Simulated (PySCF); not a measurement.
Two-component Hartree-Fock for Sc (scandium, neutral)

Start: [Ar] 4s2 5s1; 5s1/2 filled at m_j = +1/2. Calculated with PySCF 2.14 in x2c-SVPall-2c with one added diffuse shell each of s, d type (6s5p4d1f, 48 functions): generalised Hartree-Fock with the X2C-1e Hamiltonian and a Gaussian nucleus; one run each with spin-orbit coupling (SO) switched off, then screened by Boettger's factors. This is a chosen level, not necessarily the ground level.

```csv
spinor shell,electrons,"ε, spin-free (eV)","ε, screened SO (eV)",weight of nominal j (screened SO),"rms radius, screened SO (bohr)"
1s1/2,2,-4548.7,-4548.7,1.000,0.0845
2s1/2,2,-535.87,-535.87,1.000,0.370
2p1/2,2,-438.68,-441.83,1.000,0.338
2p3/2,4,-438.68,-437.12,1.000,0.340
3s1/2,2,-81.020,-81.021,1.000,1.14
3p1/2,2,-52.865,-53.239,1.000,1.24
4s1/2,2,-10.185,-10.185,1.000,3.62
5s1/2,1,-2.220,-2.220,1.000,9.98
```

(1) Where does 3p3/2 lie, and what is the 3p spin-orbit splitting (screened SO)?

| quantity | spin-free | screened SO |
| --- | --- | --- |
| E (hartree) | -762.98273 | -762.98493 |
| M_J | 1/2 | 1/2 |
| ⟨J²⟩ | 0.750 | 0.750 |
| ⟨L²⟩ | 0.000 | 0.000 |
| ⟨S²⟩ | 0.750 | 0.750 |

Without spin-orbit coupling the j labels of p, d and f shells carry no meaning; the spin-free column gives the mean over the occupied spinors of each nl shell.

Results:

(1) At -52.679 eV, 0.560 eV above 3p1/2.
